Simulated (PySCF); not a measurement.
## TcH₄, quartet: structure and spectrum

Method: UPBE0 in PySCF with Tc def2-TZVP with ECP28, H def2-TZVP; scalar-relativistic core potentials, no spin–orbit coupling; density-fitted integrals.

The structure is a minimum.

Coordinates in bohr (charge 0 multiplicity 4):
```
Tc    0.0000    0.0000    0.0000
H     3.1257   -0.9025    0.0000
H     3.1257    0.9025    0.0000
H    -3.1257    0.0000   -0.9025
H    -3.1257    0.0000    0.9025
```

- Point group: D2d
- Bond lengths: H–H 0.955 Å (×2), Tc–H 1.722 Å (×4)
- Bond angles: H–H–Tc 73.9° (×4), H–Tc–H 32.2° (×2), H–Tc–H 157.4° (×4)
- Dipole moment: 0.00 D
- Principal polarisabilities: 48.3, 48.3, 61.5 bohr³
- Entropy at 298.15 K and 1 bar (electronic part: spin only): 240.9 J/(mol K)
- Atomisation energy without zero-point energy: 1016 kJ/mol
- Spin squared ⟨S²⟩: 3.776
- Rotational constants: 18.33, 1.467, 1.467 cm⁻¹
- Lowest empty level (β): -1.77 eV
- Highest occupied level (β): -5.81 eV
- Zero-point energy: 73.5 kJ/mol
- Rotational symmetry number: 4
- Enthalpy at 298.15 K above 0 K: 11.22 kJ/mol
- Heat capacity Cp at 298.15 K: 47.7 J/(mol K)
- Principal quadrupole moments (Buckingham, traceless) about the centre of mass: -0.37, 0.18, 0.18 D Å

Harmonic modes (masses in u: Tc 98.907, H 1.008):
```tsv
symmetry	ω (cm⁻¹)	IR (km/mol, summed over degenerate members)
e	553	2.3
b2	826	753
b1	1073	0.0
a1	1164	0.0
e	1873	21.5
a1	2135	0.0
b2	2232	613
```

In D2d the vibrations span 2e + 2b2 + b1 + 2a1. The a1, b1 modes carry no infrared intensity, as symmetry demands.

Charges (e):
```csv
atom,Mulliken,Löwdin,polar tensor,spin (Mulliken),Mayer order to Tc1
Tc1,0.00,-0.21,-0.16,3.21,–
"H2,3,4,5",0.00,0.05,0.04,-0.05,0.55
```
Other Mayer orders above 0.3: H–H 0.41 (×2).

Mulliken populations on Tc1 (electrons outside its core potential): s 2.65, p 6.17, d 6.18, f 0.01.

Outer orbital energies (eV). α occupied: -13.93, -11.55, -6.84, -6.84, -6.81, -6.80, -6.00; empty: -1.09, -1.09, 1.42, 1.46. β occupied: -13.76, -11.70, -5.81, -5.81; empty: -1.77, -0.99, -0.98, -0.34.

This need not be the most stable arrangement of these atoms. With open d or f shells other occupations or spin states may lie lower.

The final relaxation and frequency run took 36 s on 2 threads of a shared Arm Neoverse N1 host, with 64 basis functions and 8 gradients; the process peaked at 0.91 GiB. Launch command: `OMP_NUM_THREADS=2 python axn.py task.json out`.
